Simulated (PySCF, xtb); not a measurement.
Ga(Me)2(SH) (C2H7GaS), SMILES [CH3][Ga]([CH3])[SH].

GFN2-xTB (xtb 6.7.1) at its own geometry gives an orbital gap of 3.94 eV and a dipole moment of 3.34 D.

Geometry: B3LYP-D3(BJ)/def2-SVP. The structure was generated by enumeration; whether it is a known compound was not checked. The values are those of a single conformer.

Problem. What does PBE/def2-TZVP run with PySCF give? (Estimate from the structure and the level; the computed values follow.)

Solution. gap 4.68 eV (levels -6.12 and -1.44 eV), dipole 1.88 D.
